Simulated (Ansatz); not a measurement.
A made-up structure of MgHTeI, singlet:

```xyz
4
angstrom
Te -2.0065 0.0683 0.0716
Mg 0.5509 -0.3584 0.3917
I 3.0331 -0.7838 0.7161
H 1.6184 -1.6899 0.6056
```

It is relaxed with PBE-D4/def2-SVP and then PBE0-D4/def2-TZVP (Ansatz 0.2.0). Atoms count as bonded within 1.22 times the sum of their covalent radii (H–H: 0.88 Å). The end point is not checked to be a true minimum.

Problem. Does its bonding change? (A judgement: the text doesn't fix the answer.)

Solution. By the calculation: Yes. Formed: Te1–H4; broken: Mg2–H4, I3–H4.

Where it ends: The first stage lowers the energy by 3.29 eV in 22 steps. It ends as MgHTeI ([TeH][Mg][I]):
```xyz
4
angstrom
Te -1.1840 -0.4838 0.2009
Mg 1.3992 -0.2190 0.4847
I 3.9082 0.0584 0.7591
H -0.9275 -2.1194 0.3404
```

Labels in which every atom is bracketed show which atoms are joined, not bond orders.

For scale, one of the runs: PBE0-D4/def2-TZVP relaxation, 138 basis functions, launched by `ansatz run in.yaml --threads 2 --pin off --events-out ev --progress --plain --max-ram 4352MiB`. Hardware: 2 CPU threads of an Arm Neoverse V1, shared host. Wall time about 19 s.
